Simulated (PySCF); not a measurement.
**Fractional electron number in Ta²⁺ (tantalum, charge +2)**

The 5d alpha orbital of [Xe] 4f14 5d3 is emptied in steps (occupation f), with all orbitals relaxed, ending at [Xe] 4f14 5d2. All numbers are calculated (PySCF 2.14, a scalar-relativistic core potential, in aug-cc-pVTZ-PP with ECP60MDF). The exact energy is a straight line in f; departures are measured from the line between the end points of the same method.

| f | BHandHLYP (eV) | wB97X (eV) | MN15 (eV) |
| --- | --- | --- | --- |
| 1 | 0.000 | 0.000 | 0.000 |
| 0.8 | -0.375 | -0.189 | -0.473 |
| 0.6 | -0.565 | -0.283 | -0.705 |
| 0.4 | -0.566 | -0.280 | -0.699 |
| 0.2 | -0.379 | -0.184 | -0.461 |
| 0 | 0.000 | 0.000 | 0.000 |

```tsv
method	E(f=0) − E(f=1) (eV)	−ε at f=1 (eV)	−ε at f=0.4 (eV)
BHandHLYP	24.192	21.853	24.655
wB97X	23.934	22.754	24.184
MN15	24.112	21.146	24.729
```

Orbital energy along the path (eV):

```tsv
f	BHandHLYP	wB97X	MN15
1	-21.853	-22.754	-21.146
0.8	-22.780	-23.225	-22.349
0.6	-23.714	-23.705	-23.549
0.4	-24.655	-24.184	-24.729
0.2	-25.603	-24.639	-25.869
0	-26.587	-25.075	-26.962
```

Reference removal energy between the ground levels: 23.1 ± 1.6 eV (theoretical estimate listed by NIST; NIST Atomic Spectra Database, ionization energies). The calculation has no spin-orbit coupling. The determinant left behind need not be the lowest term of the ion.
